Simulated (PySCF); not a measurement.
A family of related molecules: triple bonds. Isolated molecules, 0 K electronic values unless said otherwise. Strings in code marks are SMILES.

Quantity: vertical ionisation energy (energy after one electron is removed minus that of the parent at the parent's geometry), in eV.

A: `[Si-]#[S+]`
B: `[O+]#[Ge-]`
C: `B=S`
D: `B=N`
E: `B=O`

Q: Order them by vertical ionisation energy (energy after one electron is removed minus that of the parent at the parent's geometry) (lowest first) at the level PBE0-D4/def2-TZVP (PySCF).

A: A (10.40 eV), B (10.98 eV), C (11.13 eV), D (11.32 eV), E (13.50 eV)
